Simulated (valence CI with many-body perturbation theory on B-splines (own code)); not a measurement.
**E1 line list for Gd XIV**

Method: configuration interaction combined with many-body perturbation theory (CI+MBPT): five valence electrons over a frozen Dirac-Fock core [Kr] 4d10, radial functions for each j: 7 s, 7 p, 7 d, 7 f, 4 g, 2 h, with the one-electron correlation potential Σ1 (screened to all orders), the two-electron term Σ2, the three-electron term Σ3, Breit, model QED; selected single and double excitations, second order for the rest, scaled by the run's own slope (own B-spline code, finite nucleus).

No measured levels were compared; by estimate terms of the open shell hold to a few per cent of their energy, and close levels can change places; configurations with another count of f electrons can be misplaced by thousands of cm⁻¹. Among the levels kept, up to 1200 cm⁻¹ of a level comes from second order outside the variational space, and about a tenth of that is noise between levels of different J, which matters for small intervals. The lowest computed level is not the ground level that NIST lists (6H°5/2, for many ions itself from theory).

Lines 151 to 200 of 552 in falling wavelength, among levels below 131370 cm⁻¹, chosen from the strongest by gf and those to the six lowest levels. Wavelengths and rates use the calculated energies, so an error of 2000 cm⁻¹ moves a line at 200.9 nm by 4 % and its rate by three times that or more. Electric multipoles are in the length gauge, E1 and E2 with the static RPA response of the core. Weak lines are less certain than strong ones. Lines between different terms over intervals too small for the method are left out, as are lines whose strength nearly cancels. Where a level lies close to another of its J and parity, the split of strength between their lines is uncertain. The highest levels of a list are the least certain.

Names give the largest LS component (configuration and term), which can be under half, so a name can repeat, a term be missing and a line seem to break the LS rules; names also repeat where a configuration has a term twice. Letters in brackets count levels of one name in rising energy.

| λ vac (nm) | Upper | Lower | A (s⁻¹) | log gf | Branch % |
| --- | --- | --- | --- | --- | --- |
| 200.9 | 4f4 5s 4F_9/2 [d] | 4f3 5s2 4G°_9/2 | 2.24e+03 | -4.87 | 22.0 |
| 200.9 | 4f4 5s 4G_11/2 [a] | 4f3 5s2 4G°_9/2 | 5.18e+02 | -5.42 | 3.3 |
| 200.8 | 4f4 5s 4F_7/2 [a] | 4f3 5s2 2G°_7/2 [a] | 7.86e+02 | -5.42 | 12.8 |
| 200.7 | 4f4 5s 4H_7/2 [a] | 4f3 5s2 2H°_9/2 [a] | 1.50e+02 | -6.14 | 13.1 |
| 198.9 | 4f4 5s 2F_7/2 [c] | 4f3 5s2 2D°_5/2 [b] | 4.08e+03 | -4.71 | 17.8 |
| 196.7 | 4f4 5s 4I_9/2 [c] | 4f3 5s2 2F°_7/2 [a] | 4.89e+03 | -4.55 | 13.3 |
| 196.6 | 4f4 5s 4H_7/2 [c] | 4f3 5s2 2D°_5/2 [b] | 8.10e+02 | -5.43 | 3.5 |
| 196.1 | 4f4 5s 2I_13/2 [b] | 4f3 5s2 2I°_11/2 | 4.49e+02 | -5.44 | 3.6 |
| 196.0 | 4f4 5s 6G_11/2 | 4f3 5s2 2H°_9/2 [a] | 2.99e+02 | -5.69 | 19.4 |
| 195.8 | 4f4 5s 4F_9/2 [d] | 4f3 5s2 4G°_7/2 | 1.98e+03 | -4.94 | 19.6 |
| 195.8 | 4f4 5s 2G_7/2 [b] | 4f3 5s2 2F°_5/2 [a] | 3.35e+03 | -4.81 | 9.1 |
| 195.6 | 4f4 5s 2I_11/2 [c] | 4f3 5s2 2I°_13/2 | 5.62e+02 | -5.41 | 2.1 |
| 195.6 | 4f4 5s 4F_9/2 [a] | 4f3 5s2 2H°_11/2 [a] | 7.31e+02 | -5.38 | 6.8 |
| 194.4 | 4f4 5s 4F_7/2 [e] | 4f3 5s2 2D°_5/2 [b] | 1.70e+03 | -5.11 | 6.0 |
| 193.7 | 4f4 5s 2D_5/2 [a] | 4f3 5s2 2D°_5/2 [a] | 5.02e+03 | -4.77 | 55.1 |
| 193.5 | 4f4 5s 4I_9/2 [b] | 4f3 5s2 4G°_9/2 | 8.44e+02 | -5.32 | 7.9 |
| 193.4 | 4f4 5s 2H_9/2 [b] | 4f3 5s2 2H°_11/2 [b] | 1.77e+03 | -5.00 | 4.7 |
| 193.3 | 4f4 5s 2H_11/2 [a] | 4f3 5s2 4G°_11/2 | 2.82e+03 | -4.72 | 20.1 |
| 193.3 | 4f4 5s 2K_15/2 [a] | 4f3 5s2 2K°_13/2 | 4.20e+02 | -5.42 | 13.9 |
| 191.7 | 4f4 5s 4F_9/2 [f] | 4f3 5s2 4D°_7/2 | 3.99e+03 | -4.66 | 12.0 |
| 191.6 | 4f4 5s 2H_11/2 [a] | 4f3 5s2 2G°_9/2 [a] | 1.03e+03 | -5.17 | 7.3 |
| 190.9 | 4f4 5s 2K_15/2 [b] | 4f3 5s2 2I°_13/2 | 2.54e+03 | -4.65 | 41.9 |
| 190.2 | 4f4 5s 4F_5/2 [d] | 4f3 5s2 2D°_3/2 [b] | 1.60e+03 | -5.28 | 4.3 |
| 189.9 | 4f4 5s 4H_9/2 [a] | 4f3 5s2 2H°_9/2 [a] | 6.03e+02 | -5.49 | 35.0 |
| 189.2 | 4f4 5s 2L_17/2 [a] | 4f3 5s2 2K°_15/2 | 1.01e+03 | -5.01 | 56.1 |
| 188.7 | 4f4 5s 4I_9/2 [b] | 4f3 5s2 4G°_7/2 | 6.48e+02 | -5.46 | 6.1 |
| 187.7 | 4f4 5s 4G_9/2 [b] | 4f3 5s2 2H°_9/2 [b] | 5.36e+03 | -4.55 | 18.2 |
| 185.8 | 4f4 5s 2F_5/2 [a] | 4f3 5s2 2D°_5/2 [a] | 1.40e+03 | -5.36 | 25.7 |
| 185.7 | 4f4 5s 2H_11/2 [b] | 4f3 5s2 2H°_11/2 [b] | 5.54e+03 | -4.46 | 29.5 |
| 185.5 | 4f4 5s 4F_5/2 [c] | 4f3 5s2 2D°_3/2 [a] | 1.35e+03 | -5.38 | 6.5 |
| 184.9 | 4f4 5s 2F_5/2 [b] | 4f3 5s2 2P°_3/2 | 2.95e+03 | -5.04 | 12.7 |
| 184.8 | 4f4 5s 4H_11/2 [c] | 4f3 5s2 2H°_11/2 [b] | 6.25e+03 | -4.42 | 28.0 |
| 183.7 | 4f4 5s 2P_1/2 | 4f3 5s2 2P°_1/2 | 4.60e+03 | -5.33 | 28.1 |
| 183.3 | 4f4 5s 2H_9/2 [a] | 4f3 5s2 2I°_11/2 | 3.19e+03 | -4.79 | 15.7 |
| 182.5 | 4f4 5s 2F_5/2 [c] | 4f3 5s2 2P°_3/2 | 4.65e+03 | -4.86 | 42.5 |
| 182.2 | 4f4 5s 2D_3/2 [b] | 4f3 5s2 2P°_3/2 | 2.84e+03 | -5.25 | 24.1 |
| 182.1 | 4f4 5s 4F_9/2 [c] | 4f3 5s2 2G°_7/2 [a] | 6.95e+02 | -5.46 | 6.1 |
| 181.8 | 4f4 5s 4G_5/2 [a] | 4f3 5s2 4F°_3/2 | 6.31e+02 | -5.73 | 6.3 |
| 181.4 | 4f4 5s 2K_13/2 [b] | 4f3 5s2 2L°_15/2 | 5.19e+02 | -5.45 | 2.8 |
| 180.7 | 4f4 5s 2G_7/2 [a] | 4f3 5s2 2D°_5/2 [b] | 1.17e+03 | -5.34 | 3.3 |
| 180.0 | 4f4 5s 2H_9/2 [b] | 4f3 5s2 2H°_9/2 [b] | 1.05e+04 | -4.29 | 27.8 |
| 179.4 | 4f4 5s 4G_9/2 [b] | 4f3 5s2 4D°_7/2 | 3.91e+03 | -4.72 | 13.3 |
| 179.4 | 4f4 5s 4F_7/2 [e] | 4f3 5s2 2H°_9/2 [b] | 1.04e+03 | -5.39 | 3.7 |
| 179.1 | 4f4 5s 2L_17/2 [b] | 4f3 5s2 2K°_15/2 | 2.15e+03 | -4.73 | 39.0 |
| 178.9 | 4f4 5s 4G_11/2 [b] | 4f3 5s2 2G°_9/2 [a] | 7.78e+02 | -5.35 | 11.2 |
| 178.7 | 4f4 5s 4G_7/2 [c] | 4f3 5s2 4G°_9/2 | 1.00e+03 | -5.42 | 13.2 |
| 178.6 | 4f4 5s 4F_9/2 [a] | 4f3 5s2 4F°_7/2 | 3.47e+03 | -4.78 | 32.3 |
| 178.3 | 4f4 5s 4G_7/2 [a] | 4f3 5s2 4F°_5/2 | 1.54e+03 | -5.23 | 14.9 |
| 178.1 | 4f4 5s 2F_7/2 [d] | 4f3 5s2 2F°_5/2 [a] | 2.43e+03 | -5.03 | 8.1 |
| 178.1 | 4f4 5s 4H_11/2 [a] | 4f3 5s2 2H°_9/2 [a] | 1.70e+02 | -6.01 | 9.7 |

Q: How does gf follow from A for the line at 191.6 nm?

A: gf = 1.4992 × (2J+1)_upper × A / σ², with σ = 52195 cm⁻¹ and 2J+1 = 12: gf = 6.79e-06.
